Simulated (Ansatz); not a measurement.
HfO₃, SMILES [O]=[Hf]1[O][O]1, multiplicity 1.

The structure is a stationary point at B3LYP-D3(BJ)/def2-TZVP. The spin state was assumed, not searched. The def2 effective core potentials stand for the cores of Hf; spin–orbit coupling is left out.

Two levels are set side by side: PBE/def2-SVPD (Ansatz, a program for electronic structure) and CAM-B3LYP/def2-SVPD (Ansatz). Energy differences of separate SCF runs at the same geometry; the states with an electron removed or added have multiplicity 2 and 2. Differences are taken from unrounded values.

```
quantity                           CAM-B3LYP
---------------------------------  ---------
vertical ionisation energy (eV)         9.60
vertical electron affinity (eV)         2.09
vertical singlet–triplet gap (eV)       2.32
```

Task: What does PBE give, and how far is it from CAM-B3LYP? (The exact figures need the calculation; the answer reports its results.)

Result: 
| quantity | PBE | PBE minus CAM-B3LYP |
|---|---|---|
| vertical ionisation energy (eV) | 9.14 | -0.46 |
| vertical electron affinity (eV) | 1.81 | -0.28 |
| vertical singlet–triplet gap (eV) | 2.03 | -0.29 |
